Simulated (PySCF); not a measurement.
Several molecules and their computed UV-vis stick spectra, shuffled. The calculation used PySCF 2.14.0, density-fitted response routines, TDDFT B3LYP/def2-SVPD, vertical, gas phase, core orbitals frozen in the response. Geometries: PBE0-D3(BJ)/def2-SVP; one conformer of each isolated species. Triplets are in the Tamm–Dancoff approximation. Relativistic effects are left out although some hold elements past zinc.

A. `C[C@]12C[C@](B(F)F)(C1)C2`
B. `C(C[B@@H-]([NH3+])Br)C`
C. `NB(N(C)C)[AsH2]`

Lowest singlet levels (six at most, fewer where fewer were computed) with oscillator strengths:

1. 5.16 eV (f 0.009); 5.59 eV (f 0.054); 6.54 eV (f 0.008); 6.62 eV (f 0.013); 6.71 eV (f 0.018); 6.76 eV (f 0.029); T1 5.11 eV
2. 5.27 eV (f 0.034); 5.67 eV (f 0.012); 5.95 eV (f 0.003); 6.11 eV (f 0.038); 6.28 eV (f 0.023); 6.33 eV (f 0.020); T1 5.09 eV
3. 6.82 eV (f 0.009); 7.47 eV (f 0.001); 7.48 eV (f 0.000); 7.57 eV (f 0.004); 7.62 eV (f 0.002); 7.86 eV (f 0.040); T1 6.23 eV

Task: Which spectrum belongs to which structure?

Result: 1 = B, 2 = C, 3 = A.
- A: S1 at 6.82 eV, HOMO→LUMO (98%); Löwdin shares by element: HOMO carbon 52% or more, boron 12% (atoms not listed hold the other 37%); LUMO boron 38%, fluorine 29%, carbon 11% or more (atoms not listed hold the other 22%); HOMO -8.23 and LUMO -0.34 eV.
- B: S1 at 5.16 eV, HOMO→LUMO (99%); Löwdin shares by element: HOMO bromine 72%, boron 12%, carbon 6% or more, hydrogen 5% or more; LUMO hydrogen 33% or more, boron 20%, nitrogen 14% (atoms not listed hold the other 34%); HOMO -6.75 and LUMO -0.80 eV.
- C: S1 at 5.27 eV, HOMO→LUMO (98%); Löwdin shares by element: HOMO nitrogen 50%, arsenic 16%, boron 7% (atoms not listed hold the other 28%); LUMO boron 32%, arsenic 14%, carbon 7% or more, hydrogen 7% or more (atoms not listed hold the other 40%); HOMO -6.24 and LUMO -0.12 eV.
B and C have S1 within 0.11 eV of each other; their strongest listed levels stand at 5.59 eV (f 0.054) and 6.11 eV (f 0.038).
